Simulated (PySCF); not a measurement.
Computed with TPSSh-D3(BJ)/def2-TZVP // r2SCAN-D4/def2-SVP in PySCF. All species are isolated molecules in the gas phase. One relaxed conformer stands for a flexible species; it need not be the lowest. 

Reference species: [Nb(Cl)3(NH2)2] (neutral, multiplicity 1).

```yaml
coordination_number: 5
HOMO–LUMO gap: 3.81 eV
mean_distance_from_the_central_atom_to_its_bonded_neighbours: 2.192 Å
```

After one change: the coordination number hardly moves; the HOMO–LUMO gap goes up by 0.55 eV; the mean distance from the central atom to its bonded neighbours drops by 0.180 Å.

Problem. Which change was made? The new species is one of these.
(A) [Nb(Cl)2(NH2)3]
(B) [Nb(NH2)5]
(C) [Nb(Cl)(NH2)4]
(D) [Nb(Cl)4(NH2)]

Solution. B, [Nb(NH2)5]
